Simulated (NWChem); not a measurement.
System: C$_{2}$H$_{8}$Si; SMILES CC[SiH3]

```xyz
11

Si     0.1128    -1.1577    -0.0001
C     -0.6631     0.5749    -0.0001
C      0.3594     1.7195     0.0000
H     -0.9523    -2.2232     0.0021
H      0.9777    -1.3492    -1.2199
H      0.9799    -1.3467     1.2186
H     -1.3304     0.6437     0.8868
H     -1.3318     0.6445    -0.8859
H      1.0160     1.6814    -0.8940
H      1.0192     1.6784     0.8914
H     -0.1353     2.7129     0.0026
```
Atoms are numbered in this order, from 1.

Program: NWChem. Medium grid unless said otherwise, to which SCAN and Minnesota functionals are sensitive. All runs use the structure optimised with PBE-D3(BJ)/def2-SVP.

For level MN15-L/def2-SVP:

| Property | Result |
|---|---|
| highest occupied level (eV) | -7.73 |
| orbital gap (eV) | 8.30 |
| dipole (D) | 0.96 |

### Question
What are these values for level CAM-B3LYP/def2-SVP?

### Answer
- highest occupied level (eV): -9.85
- orbital gap (eV): 12.01
- dipole (D): 0.81
